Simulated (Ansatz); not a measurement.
AlH2I (SMILES [AlH2][I]) moved off its minimum; all values from Ansatz (a first-principles code), cores frozen in correlated methods. Elements past Kr take the def2 small-core potentials, without spin–orbit coupling.
(charge 0, multiplicity 1)
```xyz
4

Al    -0.9448    -1.4502     0.3436
H     -0.4812    -2.5577     1.2771
H     -2.2787    -1.8042    -0.8482
I      0.3294     0.5568    -0.1162
```

Task: Give the forces (eV/Å), the total energy and the dipole at CCSD(T)/def2-TZVPPD.

Result: 
```
atom      Fx      Fy      Fz
----  ------  ------  ------
Al1   -1.974  -0.694  -2.199
H2     0.227  -0.391   0.684
H3     1.404   0.483   1.483
I4     0.344   0.602   0.032
```
Energy -540.0447 hartree, dipole 0.89 D.
